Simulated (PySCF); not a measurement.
Radial density of Te⁺ (tellurium, charge +1)

UHF, [Kr] 4d10 5s2 5p2 6s1, high-spin 4P determinant (an excited configuration). Calculation: PySCF 2.14, in aug-cc-pVTZ-DK3 (8s7p5d2f, 68 functions); scalar relativity by spin-free X2C-1e.

```json
{"r (bohr)": "0.0279", "4πr²ρ (e/bohr)": "62.21", "4πr²(ρα − ρβ)": "0.0158"}
{"r (bohr)": "0.0470", "4πr²ρ (e/bohr)": "61.62", "4πr²(ρα − ρβ)": "0.0386"}
{"r (bohr)": "0.0790", "4πr²ρ (e/bohr)": "86.02", "4πr²(ρα − ρβ)": "0.0329"}
{"r (bohr)": "0.133", "4πr²ρ (e/bohr)": "67.07", "4πr²(ρα − ρβ)": "-0.0132"}
{"r (bohr)": "0.224", "4πr²ρ (e/bohr)": "70.53", "4πr²(ρα − ρβ)": "0.0828"}
{"r (bohr)": "0.376", "4πr²ρ (e/bohr)": "42.31", "4πr²(ρα − ρβ)": "0.0000"}
{"r (bohr)": "0.632", "4πr²ρ (e/bohr)": "25.23", "4πr²(ρα − ρβ)": "0.2040"}
{"r (bohr)": "1.06", "4πr²ρ (e/bohr)": "15.71", "4πr²(ρα − ρβ)": "0.0058"}
{"r (bohr)": "1.79", "4πr²ρ (e/bohr)": "3.749", "4πr²(ρα − ρβ)": "1.0734"}
{"r (bohr)": "3.01", "4πr²ρ (e/bohr)": "0.9936", "4πr²(ρα − ρβ)": "0.6474"}
{"r (bohr)": "5.06", "4πr²ρ (e/bohr)": "0.2984", "4πr²(ρα − ρβ)": "0.2940"}
{"r (bohr)": "8.52", "4πr²ρ (e/bohr)": "0.02909", "4πr²(ρα − ρβ)": "0.0291"}
```

Densities and radii are taken from the X2C orbitals without a picture-change correction, which distorts them close to the nucleus.

The outer electron is Rydberg-like, and this basis confines it to a smaller radius and binds it less than a complete one would.

Task: Where is the radial spin density 4πr²(ρα − ρβ) most negative, and why is it negative at all?

Result: Around r = 0.133 bohr, down to -0.0132 e/bohr: exchange with the open shell polarises the paired shells in an unrestricted calculation.
